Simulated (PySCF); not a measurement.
Frontier levels across methods

Compound: C6H12O.
Numbering: `[OH:1][CH2:2][CH:3]1[CH2:4][CH2:5][CH2:6][CH2:7]1` (hydrogens: H8 on O1; H9, H10 on C2; H11 on C3; H12, H13 on C4; H14, H15 on C5; H16, H17 on C6; H18, H19 on C7)

Geometry (PBE0-D3(BJ)/def2-SVP, Å), atoms numbered from 1 in this order:
```xyz
19
C6H12O angstrom
O      2.508   -1.095   -0.282
C      1.757    0.071   -0.486
C      0.455    0.092    0.297
C     -0.464   -1.102    0.021
C     -1.837   -0.598    0.450
C     -1.867    0.829   -0.100
C     -0.416    1.339    0.019
H      2.704   -1.158    0.658
H      1.528    0.108   -1.565
H      2.344    0.985   -0.258
H      0.711    0.079    1.374
H     -0.465   -1.322   -1.062
H     -0.140   -2.021    0.531
H     -2.669   -1.221    0.087
H     -1.900   -0.584    1.552
H     -2.590    1.476    0.420
H     -2.172    0.805   -1.159
H     -0.309    2.081    0.824
H     -0.096    1.843   -0.908
```

Basis pcSseg-1 throughout (PySCF), one geometry. One conformer (not necessarily the lowest) at the PBE0-D3(BJ)/def2-SVP geometry, without solvent, vibrations or thermal averaging.

**Question.** How do the orbital energies, the gap and the dipole change with the method?

**Answer.** 
```tsv
method	kind	HOMO (eV)	LUMO (eV)	gap (eV)	μ (D)	SCF cycles
BLYP	GGA	-5.87	0.28	6.15	1.57	14
PBE	GGA	-5.96	0.29	6.25	1.57	14
BP86	GGA	-6.09	0.38	6.48	1.59	13
B97-2	global hybrid	-7.36	1.17	8.53	1.66	13
PBE0	global hybrid	-7.64	1.15	8.79	1.67	13
LC-wPBE	range-separated hybrid	-10.46	3.34	13.80	1.73	12
HF	Hartree–Fock	-11.65	4.05	15.71	1.84	9
```

The HOMO spans 5.78 eV, from BLYP down to HF, and the gap runs from 6.15 eV (BLYP) to 15.71 eV (HF). Over the methods BLYP (0 %), PBE (0 %), BP86 (0 %), B97-2 (21 %), PBE0 (25 %), HF (100 %), a straight line through the gap against the share of exact exchange rises by 0.94 eV for each 10 % (correlation coefficient 0.999). The dipole ranges from 1.57 D (BLYP) to 1.84 D (HF). This basis has no diffuse functions.

The vertical ΔSCF ionisation energy at PBE0/def2-SVPD is 9.93 eV; −ε(HOMO) comes closest to it with LC-wPBE (10.46 eV).
